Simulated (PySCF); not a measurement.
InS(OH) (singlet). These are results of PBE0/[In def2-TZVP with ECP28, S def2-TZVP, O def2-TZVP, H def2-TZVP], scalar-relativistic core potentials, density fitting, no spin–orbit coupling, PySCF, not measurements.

Harmonic bands of its minimum:

| ω (cm⁻¹) | IR (km/mol) |
| --- | --- |
| 121 | 10.6 |
| 124 | 1.0 |
| 464 | 2.8 |
| 649 | 121 |
| 817 | 48.8 |
| 3878 | 106 |

Problem. The central atom is In. Infer the point group and assign the bands.

Solution. Cs. The modes span 5a' + a'': 121 a', 124 a'', 464 a', 649 a', 817 a', 3878 a'. The computed geometry has In–O 1.944 Å, In–S 2.183 Å, O–H 0.961 Å; H–O–In 113.8°, O–In–S 176.5°.

Only a few start shapes were tried, so a lower isomer may exist.
